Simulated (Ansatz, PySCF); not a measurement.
Gas-phase reaction in SMILES: COB(Cl)Cl + H+ -> C[OH+]B(Cl)Cl
Structures are relaxed separately at B3LYP-D3(BJ)/def2-TZVP in Ansatz (a program for electronic structure), one conformer each, not searched for the lowest. Frequencies are from Ansatz.
Geometry of the first species:
```xyz
8

B      0.0446     0.1687    -0.0755
Cl     1.1911     1.3242    -0.7458
Cl     0.6274    -1.4195     0.4519
O     -1.2366     0.5251     0.0162
C     -2.2715    -0.3134     0.5397
H     -2.0613    -0.5748     1.5764
H     -2.3585    -1.2245    -0.0517
H     -3.1954     0.2561     0.4811
```
Charge 0, spin multiplicity 1.

Property: proton affinity (enthalpy at 298 K, with B3LYP-D3(BJ) rigid-rotor harmonic-oscillator terms), positive where the reaction releases energy, in eV. Valence correlation only, unless marked. No spin-orbit coupling. Non-relativistic. Basis-set limits of correlation are two-point, X^-3; Hartree-Fock from the larger set. The bracket is a focal-point correction in the basis named.

| level | program | proton affinity (eV) |
|---|---|---|
| SVWN5/def2-TZVPD | Ansatz | 7.17 |
| BLYP/def2-TZVPD | Ansatz | 7.44 |
| PBE0/def2-SVP | Ansatz | 7.46 |
| PBE0-D4/def2-TZVP | Ansatz + dftd4 | 7.47 |
| BHLYP-D4/def2-TZVPD | Ansatz + dftd4 | 7.48 |
| TPSSh/def2-TZVPD | PySCF | ? |
| r2SCANh/def2-TZVPD | Ansatz | 7.46 |
| HSE06-D3(BJ)/def2-TZVPD | Ansatz + dftd3 | 7.48 |
| HSE06-D4/def2-TZVPD | Ansatz + dftd4 | 7.46 |
| RPA@PBE/cc-pV(T+d)Z | Ansatz | ? |
| SCS-MP2/6-31G | Ansatz | 7.44 |
| SCS-MP2/cc-pV(D+d)Z | Ansatz | 7.58 |
| CCSD/STO-3G | Ansatz | 9.21 |
| CCSD/cc-pV(D+d)Z | Ansatz | ? |
| CCSD/cc-pwCVTZ | Ansatz | ? |
| RI-MP2/CBS(cc-pV(T+d)Z,cc-pV(Q+d)Z)+[CCSD(T)-MP2]/cc-pV(T+d)Z | Ansatz | 7.49 |

Question: Some entries are withheld; supply them.

Answer: 
- TPSSh/def2-TZVPD, proton affinity (eV): 7.54
- RPA@PBE/cc-pV(T+d)Z, proton affinity (eV): 7.76
- CCSD/cc-pV(D+d)Z, proton affinity (eV): 7.62
- CCSD/cc-pwCVTZ, proton affinity (eV): 7.59
